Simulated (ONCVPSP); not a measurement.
# calcium, ONCV: configuration errors across variants

```
Element                 : Ca
Generator               : ONCVPSP 4.0.1
Type                    : optimised norm-conserving Vanderbilt (ONCV)
Functional              : LDA (Perdew-Zunger)
Relativity              : scalar-relativistic
Frozen core             : [Ne]
Valence charge          : 10
Reference configuration : 3s2 3p6 (charge +2)
Partial waves           : 3s: rc 1.35 bohr, ncon 3, nbas 6, qcut 9.5 1/bohr, 2 projectors, debl 2.8 Ha; 3p: rc 1.80 bohr, ncon 4, nbas 8, qcut 9 1/bohr, 2 projectors, debl 1.1 Ha; d scattering state at 0.36 Ha: rc 1.40 bohr, ncon 4, nbas 8, qcut 7.1 1/bohr, 3 projectors, debl 0.8 Ha
Local potential         : polynomial inside 1.10 bohr (lpopt 5, dvloc0 0 Ha)
Core correction         : Teter function, fcfact 5.25, rcfact 1.1
```

In the p channel the program set the typed energies aside and used -1.584, 0.250 Ha. In the d channel the program set the typed energies aside and used 0.050, 0.850, 1.650 Ha.

All-electron excitation energies from the reference (eV): (1) 3s2 3p6 4s2 -18.413; (2) 3s2 3p6 4s1 -11.950; (3) 3s2 3p6 4s1.5 -15.846; (4) 3s2 3p6 4s1 4p1 -15.922.

A true bound ghost makes a file unfit for plane-wave use even where its test errors are small: the radial tests pick states by their node count and pass the ghost by.

Errors AE − PS in meV (a dash: test not solved or not reliable):

| change | (1) | (2) | (3) | (4) | bound ghosts | GHOST(+) flags above zero |
| --- | --- | --- | --- | --- | --- | --- |
| base | +1.0 | +0.6 | +0.9 | +0.8 | d | s |
| core correction Teter function, fcfact 5.25, rcfact 0.98 | +1.1 | +0.6 | +0.9 | +0.8 | d | s |
| core correction Teter function, fcfact 5.25, rcfact 1.06 | +1.1 | +0.6 | +0.9 | +0.8 | d | s |
| core correction Teter function, fcfact 5.25, rcfact 1.24 | +1.1 | +0.6 | +0.9 | +0.8 | d | s |
| core correction Teter function, fcfact 5.25, rcfact 1.38 | +1.0 | +0.6 | +0.8 | +0.8 | d | s |
| core correction Teter function, fcfact 5.25, rcfact 1.52 | +1.0 | +0.6 | +0.8 | +0.8 | d | s |
| core correction Teter function, fcfact 5.25, rcfact 1.76 | +0.9 | +0.5 | +0.7 | +0.7 | d | s |
| core correction Teter function, fcfact 5.25, rcfact 1.92 | +0.7 | +0.4 | +0.6 | +0.6 | d | s |
| core correction Teter function, fcfact 5.25, rcfact 2 | +0.5 | +0.3 | +0.4 | +0.4 | d | s |

Question: Give the same row for: core correction Teter function, fcfact 5.25, rcfact 1.6.

Answer: +1.0, +0.6, +0.8, +0.7; bound ghosts: d; GHOST(+) flags above zero: s.
